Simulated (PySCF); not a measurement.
# Which determinant of AlSb lies lowest?

Unrestricted PBE0; PySCF, scalar-relativistic core potentials, basis sets Al def2-TZVPPD, Sb def2-TZVPPD with ECP28. Outer shells of the fragments: Al 3s2 3p1; Sb 4d10 5s2 5p3.

Followed along the bond (rough minima from three points):

```json
{"2Ms+1": "3", "unpaired": "π ↑↑", "⟨S²⟩ at the start": "2.01", "R at minimum (Å)": "2.76", "Te (eV)": "0.00"}
{"2Ms+1": "3", "unpaired": "σ ↑, π ↑", "⟨S²⟩ at the start": "2.02", "R at minimum (Å)": "2.52", "Te (eV)": "0.06"}
{"2Ms+1": "1", "unpaired": "σ ↓, π ↑", "⟨S²⟩ at the start": "1.02", "R at minimum (Å)": "2.50", "Te (eV)": "0.21"}
{"2Ms+1": "1", "unpaired": "π ↑↓", "⟨S²⟩ at the start": "1.01", "R at minimum (Å)": "2.75", "Te (eV)": "0.27"}
{"2Ms+1": "1", "unpaired": "none", "⟨S²⟩ at the start": "0.00", "R at minimum (Å)": "none in the scan", "Te (eV)": "≤ 0.91"}
```

Solutions found at the starting distance of 2.560 Å, counted from the lowest of them; the search is not exhaustive and high or unbound solutions are not listed, so other states can lie among these:

```
2Ms+1  unpaired   term  E (eV)  ⟨S²⟩  ⟨Lz²⟩  μ (D)
    3  σ ↑, π ↑     ³Π    0.00  2.02   1.01  -1.88
    3      π ↑↑    ³Σ⁻    0.05  2.01   0.00   0.04
    1  σ ↓, π ↑  mixed    0.15  1.02   1.01  -1.98
    1      π ↑↓  mixed    0.31  1.01   2.02   0.11
    1      none    ¹Σ⁺    1.05  0.00   0.00  -3.09
    1      none  mixed    1.12  0.00   2.01   0.34
```

A term symbol is given only where ⟨S²⟩ and ⟨Lz²⟩ are close to those of a pure state; real π, δ and φ orbitals otherwise mix terms. A positive dipole means Al(−)Sb(+).

Compare the gap between the two lowest followed solutions at the starting distance with the gap between their minima.

At PBE0 the second solution (triplet, unpaired electrons σ ↑, π ↑) lies -0.05 eV from the first (triplet, unpaired electrons π ↑↑) at 2.560 Å and +0.06 eV at the minima; the two curves relax by different amounts, since their minima lie near 2.52 and 2.76 Å.

Spin–orbit coupling is left out.
